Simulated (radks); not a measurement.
Results of a calculation; reference values are marked as such.
Trend from K4+ to Kr4+: ionisation energy by Delta-SCF between NIST ground configurations, and size. Level of theory: Dirac Kohn-Sham, PBEsol, spin-unpolarised, spherical densities, finite nucleus; open shells fill j = l - 1/2 first; Fermi nuclear charge, rms radius of each element as measured or else 0.836 A^(1/3) + 0.57 fm (a radial shooting solver on a logarithmic mesh with Libxc functionals).

species,configuration,IE (eV),NIST (eV),kind,outermost,<r> outermost (bohr),r at 0.001 e/bohr^3 (bohr)
K4+,[Ne] 3s2 3p3,79.946,82.7,semi-emp.,3p3/2,1.24,2.72
Ca4+,[Ne] 3s2 3p4,86.408,84.3,semi-emp.,3p3/2,1.16,2.65
Sc4+,[Ne] 3s2 3p5,92.883,91.95,semi-emp.,3p3/2,1.09,2.59
Ti4+,[Ar],99.389,99.30,exp.,3p3/2,1.03,2.52
V4+,[Ar] 3d1,65.245,65.282,exp.,3d3/2,1.08,2.54
Cr4+,[Ar] 3d2,68.404,69.46,semi-emp.,3d3/2,1.02,2.54
Mn4+,[Ar] 3d3,71.472,72.4,semi-emp.,3d3/2,0.965,2.53
Fe4+,[Ar] 3d4,74.458,75.0,semi-emp.,3d3/2,0.919,2.51
Co4+,[Ar] 3d5,77.126,79.5,semi-emp.,3d5/2,0.879,2.48
Ni4+,[Ar] 3d6,79.950,76.1,semi-emp.,3d5/2,0.841,2.46
Cu4+,[Ar] 3d7,82.712,80,semi-emp.,3d5/2,0.806,2.43
Zn4+,[Ar] 3d8,85.419,83,semi-emp.,3d5/2,0.774,2.41
Ga4+,[Ar] 3d9,88.074,86.0,semi-emp.,3d5/2,0.745,2.38
Ge4+,[Ar] 3d10,90.681,90.50,exp.,3d5/2,0.718,2.35
As4+,[Ar] 3d10 4s1,63.240,62.8,exp.,4s1/2,1.67,2.83
Se4+,[Ar] 3d10 4s2,68.536,68.3,semi-emp.,4s1/2,1.59,2.93
Br4+,[Ar] 3d10 4s2 4p1,59.328,59.60,exp.,4p1/2,1.67,3.03
Kr4+,[Ar] 3d10 4s2 4p2,63.904,64.7,semi-emp.,4p1/2,1.58,3.04

Reference values: NIST Atomic Spectra Database (exp. = measured, semi-emp. = semi-empirical, theory = theoretical value adopted there). Spin polarisation and multiplet splitting are left out, so open shells lie too high by an amount that depends on their filling.

Beside tabulated values, note that spin-unpolarised runs miss the spin-polarisation part of the exchange energy of open shells.
